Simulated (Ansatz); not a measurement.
# Ligand exchange: C2H2F2 + GeH3I → C2H2FI + GeH3F

Gas-phase species: C2H2F2 (vinylidene fluoride) `C=C(F)F`, singlet; GeH3I `[GeH3][I]`, singlet; C2H2FI `C=C(F)I`, singlet; GeH3F (fluorogermane) `[F][GeH3]`, singlet. The partners trade F for I: C–F and Ge–I bonds give way to C–I and Ge–F.

Shapes, held fixed at every level: PBE0-D4/def2-TZVP. Programs: Ansatz 0.2.0. The zero-point and thermal change to 298 K, harmonic and unscaled (PBE0-D4/def2-TZVP), is -2.6 kJ/mol.

```json
{"level": "r2SCAN-D4/def2-TZVPP", "kind": "meta-GGA", "ΔH(298 K) (kJ/mol)": "+32.0", "less CCSD(T)/def2-TZVPP": "+10.9"}
{"level": "B3LYP-D4/def2-TZVPP", "kind": "global hybrid", "ΔH(298 K) (kJ/mol)": "+25.6", "less CCSD(T)/def2-TZVPP": "+4.5"}
{"level": "r2SCAN0-D4/def2-TZVPP", "kind": "global hybrid", "ΔH(298 K) (kJ/mol)": "+40.3", "less CCSD(T)/def2-TZVPP": "+19.2"}
{"level": "MP2/def2-TZVPP", "kind": "perturbation theory", "ΔH(298 K) (kJ/mol)": "+16.2", "less CCSD(T)/def2-TZVPP": "-4.9"}
{"level": "CCSD(T)/def2-SVP", "kind": "coupled cluster or CI", "ΔH(298 K) (kJ/mol)": "+44.1", "less CCSD(T)/def2-TZVPP": "+23.0"}
{"level": "CCSD/def2-TZVPP", "kind": "coupled cluster or CI", "ΔH(298 K) (kJ/mol)": "+25.1", "less CCSD(T)/def2-TZVPP": "+4.0"}
{"level": "CCSD(T)/def2-TZVPP", "kind": "coupled cluster or CI", "ΔH(298 K) (kJ/mol)": "+21.1", "less CCSD(T)/def2-TZVPP": "0.0"}
```

The highest level, CCSD(T)/def2-TZVPP, gives ΔH(298 K) = +21.1 kJ/mol; the levels span +16.2 to +44.1. The column of differences is taken from that level and isn't an error. No measured value is set beside it here. For atoms past krypton def2 sets carry core potentials with scalar relativity. Relativity is left out for Ge. Outer-core shells of Ge, I are correlated, in sets that cover them unevenly.
